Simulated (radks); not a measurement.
Results of a calculation; reference values are marked as such.
Ionisation of the calcium ion Ca+, [Ar] 4s1, to [Ar] as the strength of local exchange is varied. Code: a radial shooting solver on a logarithmic mesh with Libxc functionals. Model: scalar-relativistic Kohn-Sham, Slater X-alpha exchange (alpha = 2/3 is LDA exchange), no correlation, spin-polarised, spherical densities, finite nucleus; open shells are filled with parallel spins first; Fermi nuclear charge, rms radius 3.4776 fm.

| alpha | E(Ca+) (hartree) | exchange (hartree) | IE (eV) | -e of the level emptied (eV) | <r> of it (bohr) |
|---|---|---|---|---|---|
| 0.566 | -672.01686 | -27.49747 | 10.912 | 8.250 (4s) | 3.713 |
| 0.659 | -676.54930 | -32.19381 | 11.474 | 8.851 (4s) | 3.621 |
| 0.667 | -676.94037 | -32.60014 | 11.523 | 8.904 (4s) | 3.613 |
| 0.85 | -685.93675 | -41.99624 | 12.673 | 10.147 (4s) | 3.446 |
| 1.021 | -694.43115 | -50.95143 | 13.794 | 11.375 (4s) | 3.306 |
| 1.041 | -695.43019 | -52.00987 | 13.929 | 11.522 (4s) | 3.291 |

NIST Atomic Spectra Database: 11.872 eV (measured). The Delta-SCF value meets it near alpha = 0.72.
